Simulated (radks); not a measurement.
Tb IV, 62 electrons, occupied as [Xe] 4f8. All-electron calculation, Dirac Kohn-Sham, LDA (Slater exchange, Perdew-Wang correlation), spin-unpolarised, spherical densities, point nucleus; open shells are shared between the two j in proportion to 2j + 1. Program: a radial shooting solver on a logarithmic mesh with Libxc functionals.

Normalised radial functions P(r) = r R(r) (large component), r in bohr:

```
   r/bohr * 5s1/2, o 4f7/2 (the largest magnitude, 1.1, reaches the edge; | marks zero, & curves that meet)
  0.00213                             o *
  0.00246                             o *
 0.002841                             o *
 0.003281                             o  *
  0.00379                             o  *
 0.004377                             o  *
 0.005054                             o  *
 0.005884                             o   *
 0.006795                             o   *
 0.007848                             o   *
 0.009063                             o   *
  0.01047                             o   *
  0.01209                             o   *
  0.01396                             o   *
  0.01612                             o  *
  0.01862                             o *
  0.02168                             o*
  0.02503                             &
  0.02891                            *o
  0.03339                           * o
  0.03856                         *   o
  0.04453                        *    o
  0.05143                       *     o
   0.0594                       *     o
   0.0686                       *     |o
  0.07986                        *    |o
  0.09223                           * | o
   0.1065                             |*o
    0.123                             |  o*
   0.1421                             |    o *
   0.1641                             |      o *
   0.1895                             |        &
   0.2188                             |      *    o
   0.2527                             |  *           o
   0.2942                          *  |                 o
   0.3398                    *        |                    o
   0.3924                *            |                       o
   0.4532               *             |                         o
   0.5233                   *         |                          o
   0.6044                          *  |                          o
    0.698                             |    *                    o
   0.8061                             |             *         o
    0.931                             |                    &
    1.084                             |                 o      *
    1.252                             |              o         *
    1.446                             |           o         *
    1.669                             |        o        *
    1.928                             |      o     *
    2.227                             |    o  *
    2.572                             |  o*
     2.97                             | &
     3.43                             |&
    3.993                             &
    4.611                             &
    5.325                             &
     6.15                             &
    7.103                             &
```

5s1/2: eigenvalue -76.644 eV, 4 radial nodes at r = 0.0261, 0.104, 0.271, 0.641 bohr, <r> = 1.30 bohr, 90 % of the charge inside 1.87 bohr. 4f7/2: eigenvalue -34.147 eV, 0 radial nodes, <r> = 0.832 bohr, 90 % of the charge inside 1.42 bohr.
